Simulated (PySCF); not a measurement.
Zr(3+) (zirconium, charge +3) across methods

[Kr] 4d1, 2D determinant. Calculation: PySCF 2.14, in def2-TZVPPD with the def2 core potential (28 electrons) (6s4p3d2f1g, 56 functions); a scalar-relativistic core potential.

```
 method  E (hartree)  mean ε 4p α (eV)  mean ε 4p β (eV)  mean ε 4d α (eV)  Σ⟨r²⟩ (bohr²)   ⟨S²⟩
   PBE0     -45.3088           -62.262           -61.328           -30.253          19.79  0.751
LC-wPBE     -45.3445           -65.138           -64.264           -33.137          19.74  0.751
 r2SCAN     -45.3380           -60.764           -59.882           -28.958          19.76  0.751
    PBE     -45.3105           -59.847           -59.151           -28.784          19.82  0.751
wB97M-V     -45.2575           -64.756           -63.909           -32.433          19.80  0.750
    UHF    -44.97826           -68.414           -66.647           -33.904          19.85  0.753
 revPBE     -45.3527           -59.844           -59.158           -28.787          19.78  0.751
 M06-2X     -45.2333           -64.104           -63.144           -31.486          19.87  0.750
    LDA     -45.1536           -59.753           -59.061           -28.601          19.97  0.750
```

Energies and moments cover only the electrons outside the core potential.
